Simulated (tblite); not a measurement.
Species: C₂H₁₃FSi₅.
SMILES with atom numbers: `[CH3:1][Si@@H:2]1[SiH2:3][SiH2:4][SiH2:5][Si@H:6]1[CH2:7][F:8]` (hydrogens: H9, H10, H11 on C1; H12 on Si2; H13, H14 on Si3; H15, H16 on Si4; H17, H18 on Si5; H19 on Si6; H20, H21 on C7)

Computed with GFN2-xTB (tblite), gas phase: L-BFGS steps from a force-field or distance-geometry start until the largest atomic force falls under 0.01 eV/Å.

Step 3: E = -658.6536 eV
```
atom  x, y, z in Å  |  force x, y, z in eV/Å
C1      2.7626    0.1018   -0.6071   -0.080  -0.033   0.188
Si2     1.3849   -0.0727    0.7018    0.097  -0.120  -0.095
Si3     0.3076   -2.1044    0.3702   -0.045  -0.033  -0.063
Si4    -1.5688   -1.6532   -0.9338    0.120   0.036  -0.047
Si5    -1.4072    0.5945   -1.5280   -0.043  -0.175   0.050
Si6    -0.1819    1.5444    0.1891   -0.096  -0.049   0.030
C7     -1.3478    1.6689    1.7246    0.146  -0.037  -0.226
F8     -1.8484    0.3948    1.9839    0.081   0.219  -0.052
H9      3.2459    1.0693   -0.5338    0.084  -0.005  -0.070
H10     2.3589   -0.0008   -1.6118    0.031   0.018   0.073
H11     3.5129   -0.6680   -0.4663    0.082   0.033  -0.072
H12     1.9628    0.0789    2.0318    0.261   0.038   0.225
H13     1.2110   -3.0424   -0.3097   -0.024  -0.129   0.109
H14    -0.0738   -2.6670    1.6621    0.054  -0.189   0.034
H15    -2.7940   -1.8707   -0.1696   -0.103  -0.121  -0.085
H16    -1.5986   -2.5002   -2.1323   -0.147  -0.076   0.026
H17    -2.6922    1.2470   -1.7342   -0.127   0.117  -0.222
H18    -0.5741    0.7249   -2.7325   -0.156   0.091  -0.085
H19     0.3607    2.8647   -0.0777   -0.008   0.443   0.115
H20    -0.8233    1.9890    2.6247   -0.102   0.008   0.048
H21    -2.2060    2.3181    1.5482   -0.025  -0.036   0.119
```

Step 4: E = -658.6758 eV
```
atom  x, y, z in Å  |  force x, y, z in eV/Å
C1      2.7623    0.1016   -0.6015   -0.001  -0.020   0.092
Si2     1.3859   -0.0800    0.7117    0.120  -0.033  -0.185
Si3     0.3038   -2.1096    0.3695    0.012   0.008  -0.050
Si4    -1.5680   -1.6571   -0.9327    0.127   0.085  -0.096
Si5    -1.4147    0.5909   -1.5326    0.007  -0.158   0.146
Si6    -0.1717    1.5468    0.1743   -0.204   0.004   0.223
C7     -1.3432    1.6720    1.7196    0.080   0.017  -0.117
F8     -1.8485    0.3985    1.9839    0.127   0.218  -0.099
H9      3.2511    1.0700   -0.5383    0.022  -0.064  -0.019
H10     2.3612    0.0003   -1.6095    0.009   0.010   0.131
H11     3.5176   -0.6670   -0.4702    0.045   0.050  -0.046
H12     1.9738    0.0803    2.0372    0.235   0.028   0.210
H13     1.2092   -3.0484   -0.3036   -0.009  -0.138   0.081
H14    -0.0695   -2.6743    1.6597    0.023  -0.206   0.083
H15    -2.7935   -1.8756   -0.1776   -0.167  -0.127  -0.027
H16    -1.6062   -2.5029   -2.1296   -0.129  -0.096  -0.007
H17    -2.6931    1.2502   -1.7446   -0.163   0.122  -0.208
H18    -0.5840    0.7295   -2.7319   -0.106   0.077  -0.169
H19     0.3576    2.8825   -0.0702   -0.029   0.332   0.108
H20    -0.8272    1.9906    2.6316   -0.113  -0.024  -0.124
H21    -2.2117    2.3185    1.5545    0.114  -0.085   0.072
```

**Question.** Estimate the geometry and energy of step 5. (The exact step hangs on the optimiser's Hessian estimate; all steps are aligned on step 4, rigid shifts and turns removed.)

**Answer.** E = -658.6984 eV, largest force 0.419 eV/Å
```
atom  x, y, z in Å  |  force x, y, z in eV/Å
C1      2.7628    0.1012   -0.5942    0.098  -0.006  -0.027
Si2     1.3893   -0.0884    0.7204    0.130   0.089  -0.145
Si3     0.3000   -2.1154    0.3683    0.075   0.021   0.018
Si4    -1.5653   -1.6601   -0.9333    0.040   0.069  -0.102
Si5    -1.4236    0.5845   -1.5353    0.018  -0.035   0.163
Si6    -0.1633    1.5508    0.1614   -0.214   0.114   0.342
C7     -1.3372    1.6765    1.7127   -0.007   0.071   0.020
F8     -1.8462    0.4061    1.9819    0.142   0.118  -0.136
H9      3.2572    1.0692   -0.5437   -0.029  -0.088   0.046
H10     2.3638    0.0017   -1.6041   -0.032  -0.005   0.146
H11     3.5237   -0.6649   -0.4754    0.022   0.041  -0.006
H12     1.9905    0.0822    2.0466    0.162   0.004   0.098
H13     1.2071   -3.0579   -0.2952    0.004  -0.142   0.049
H14    -0.0642   -2.6865    1.6585    0.001  -0.194   0.087
H15    -2.7960   -1.8836   -0.1873   -0.159  -0.115  -0.004
H16    -1.6171   -2.5078   -2.1268   -0.102  -0.107  -0.039
H17    -2.6969    1.2559   -1.7603   -0.125   0.079  -0.170
H18    -0.5973    0.7362   -2.7347   -0.078   0.053  -0.199
H19     0.3531    2.9079   -0.0594   -0.081   0.127   0.106
H20    -0.8337    1.9920    2.6366   -0.063  -0.023  -0.237
H21    -2.2156    2.3174    1.5627    0.198  -0.071  -0.008
```

The energy changes by -0.0226 eV. The first-order estimate −F·Δx gives -0.0321 eV and the mean of the old and new forces, exact on a quadratic surface, -0.0226 eV. The step makes an angle of 55° with the force vector and moves no atom by more than 0.028 Å.

The cost below is that of the whole relaxation. Time: 2.3 s wall. Hardware: one thread, Arm Neoverse N1 (aarch64), no GPU, shared host with 64 logical CPUs at a one-minute load of 58.
